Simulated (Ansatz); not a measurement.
S2 (SMILES S=S): geometry of the low-spin state from B3LYP-D3(BJ)/def2-TZVP.
(charge 0, multiplicity 1):
```xyz
2

S      0.00000     0.00000    -0.95219
S      0.00000     0.00000     0.95219
```
The high-spin state stands at its own minimum; R- takes a restricted low-spin state.

Codes used: Ansatz (a quantum-chemistry and plane-wave program) with Gaussian orbitals. Values without a source in brackets are computed.

The gap E(multiplicity 1) − E(multiplicity 3) (kcal/mol) and the share of exact exchange:

```csv
functional,exact exchange (%),value
R-PBE/def2-TZVPP,0,22.75
R-PBE0/def2-TZVPP,25,24.82
R-B3LYP/def2-TZVPP,20,22.70
R-BHLYP/def2-TZVPP,50,25.36
R-r2SCAN/def2-TZVPP,0,27.76
```

### Question
Take the value as linear in the share of exact exchange along PBE and PBE0. Give the slope, say whether the sign turns, and set the other functionals against that line.

### Answer

Slope: (24.82 − (22.75))/2.5 = 0.83 kcal/mol for each 10 %. The line keeps its sign from 0 to 100 %. At 50 % it gives 26.9 kcal/mol. From B3LYP to BHLYP the slope is (25.36 − (22.70))/3 = 0.89 for each 10 %. BHLYP, at 50 %, lies -1.5 from the PBE line. B3LYP, at 20 %, lies -1.7 from the PBE line. r2SCAN, with none, stands 5.0 from PBE.

Doubts at one or more of the structures used: a restricted determinant that unrestricted orbitals would lower (R-PBE/def2-TZVPP, R-PBE0/def2-TZVPP, R-B3LYP/def2-TZVPP, R-BHLYP/def2-TZVPP, R-r2SCAN/def2-TZVPP).
